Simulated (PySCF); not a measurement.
**Spinor energies of Cu²⁺ (copper, charge +2)**

Start: [Ar] 3d9; 3d3/2 filled at m_j = -3/2, -1/2, +1/2, +3/2; 3d5/2 filled at m_j = -3/2, -1/2, +1/2, +3/2, +5/2. Calculated with PySCF 2.14 in x2c-SVPall-2c (5s5p3d1f, 42 functions): generalised Hartree-Fock with the X2C-1e Hamiltonian and a Gaussian nucleus; one run each with spin-orbit coupling (SO) switched off, then screened by Boettger's factors.

```
spinor shell  electrons  ε, spin-free (eV)  ε, screened SO (eV)  weight of nominal j (screened SO)  rms radius, screened SO (bohr)
       1s1/2          2            -9072.4              -9072.4                              1.000                          0.0602
       2s1/2          2            -1160.9              -1160.9                              1.000                           0.254
       2p1/2          2            -1001.9              -1016.3                              0.999                           0.226
       2p3/2          4            -1001.9              -994.89                              1.000                           0.229
       3s1/2          2            -167.08              -167.07                              1.000                           0.765
       3p1/2          2            -118.08              -121.09                              0.947                           0.811
       3p3/2          4            -118.08              -116.58                              0.973                           0.818
       3d3/2          4            -40.065              -40.697                              0.808                            1.02
       3d5/2          5            -40.065              -39.565                              0.847                            1.03
```

```csv
quantity,spin-free,screened SO
E (hartree),-1651.97267,-1652.00668
M_J,5/2,5/2
⟨J²⟩,8.754,8.754
⟨L²⟩,6.003,6.004
⟨S²⟩,0.751,0.752
```

Each row is a mean over spinors that exchange with the open shell spreads, by up to 7.361 eV (3p3/2).

Rows whose weight is well below 1 are mixtures of j = l ± 1/2: exchange outweighs spin-orbit coupling there, and the label is only the starting occupation.

Without spin-orbit coupling the j labels of p, d and f shells carry no meaning; the spin-free column gives the mean over the occupied spinors of each nl shell.
